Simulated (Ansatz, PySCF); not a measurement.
Energy difference 2 R1 + R2 + R3 → 3 P1 + P2, each structure at its B3LYP-D3(BJ)/def2-TZVP stationary point, reached from a drawn start (curvature not checked).
P1: H2 (SMILES [H][H]), charge 0, multiplicity 1.
R1: HCl (SMILES Cl), charge 0, multiplicity 1.
R2: HF (SMILES F), charge 0, multiplicity 1.
R3: SiH4 (SMILES [SiH4]), charge 0, multiplicity 1.
P2, Cl2FHSi (SMILES F[SiH](Cl)Cl) (charge 0, multiplicity 1):
```xyz
5

Si     0.0008     0.0983     0.0635
F     -0.1138     1.3086    -0.9563
Cl    -1.6465    -1.0767    -0.1503
Cl     1.6832    -0.9560    -0.3814
H      0.0762     0.6257     1.4247
```

P less R. No zero-point or thermal terms.

Correlated levels freeze the cores.

Run with Ansatz (a program for electronic structure); PySCF for the D3/D4 terms. Each number belongs to the level named beside it.

PBE/def2-TZVPP gives -2.698 eV for the reaction energy.

**Question.** Predict the shift from PBE, with its sign, for: PBE-D3(BJ)/def2-TZVPP, r2SCAN/def2-TZVPP, B3LYP/def2-TZVPP, wB97M-V/def2-TZVPP, B2PLYP/def2-TZVPP, MP2/cc-pV(Q+d)Z, CCSD(T)/cc-pV(Q+d)Z.

**Answer.** PBE-D3(BJ)/def2-TZVPP -0.066; r2SCAN/def2-TZVPP -0.303; B3LYP/def2-TZVPP 0.015; wB97M-V/def2-TZVPP -0.187; B2PLYP/def2-TZVPP -0.100; MP2/cc-pV(Q+d)Z -0.370; CCSD(T)/cc-pV(Q+d)Z -0.144 eV. 1 of 7 lie above PBE; the widest gap is to MP2/cc-pV(Q+d)Z.
